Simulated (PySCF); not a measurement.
C4H7FSi, SMILES C=C/C=C(\F)[SiH3].

Coordinates come from a ωB97X-D3(BJ)/def2-SVP optimisation. The structure was generated by enumeration; whether it is a known compound was not checked. One conformer was computed; it need not be the lowest.

These are TDDFT-PBE/def2-SVPD run with PySCF values and carry that method's errors.

Vertical excitations. Gas-phase values at a fixed geometry. State labels are in the subgroup Cs.

```tsv
state	symmetry	energy (eV)	λ (nm)	f	main pairs
S1	A'	5.11	243	0.703	HOMO→LUMO 95 %
S2	A"	5.53	224	0.000	HOMO→LUMO+1 100 %
S3	A"	5.85	212	0.004	HOMO−1→LUMO 93 %
S4	A"	6.06	205	0.000	HOMO→LUMO+2 80 %, HOMO→LUMO+3 18 %
S5	A'	6.07	204	0.024	HOMO−2→LUMO 53 %, HOMO→LUMO+4 46 %
S6	A"	6.09	204	0.002	HOMO→LUMO+3 80 %, HOMO→LUMO+2 16 %
S7	A"	6.43	193	0.003	HOMO−3→LUMO 99 %
S8	A"	6.49	191	0.006	HOMO→LUMO+5 100 %
S9	A'	6.59	188	0.015	HOMO−4→LUMO 73 %, HOMO→LUMO+6 25 %
S10	A"	6.75	184	0.000	HOMO→LUMO+7 99 %
T1	A'	3.04	408	0	HOMO→LUMO 98 %
T2	A'	5.06	245	0	HOMO−2→LUMO 70 %, HOMO→LUMO+4 27 %
T3	A"	5.44	228	0	HOMO→LUMO+1 75 %, HOMO−1→LUMO 25 %
T4	A"	5.47	226	0	HOMO−1→LUMO 74 %, HOMO→LUMO+1 25 %
```
Triplets are in the Tamm–Dancoff approximation, which puts them higher than full response would, so one can lie above its singlet here.
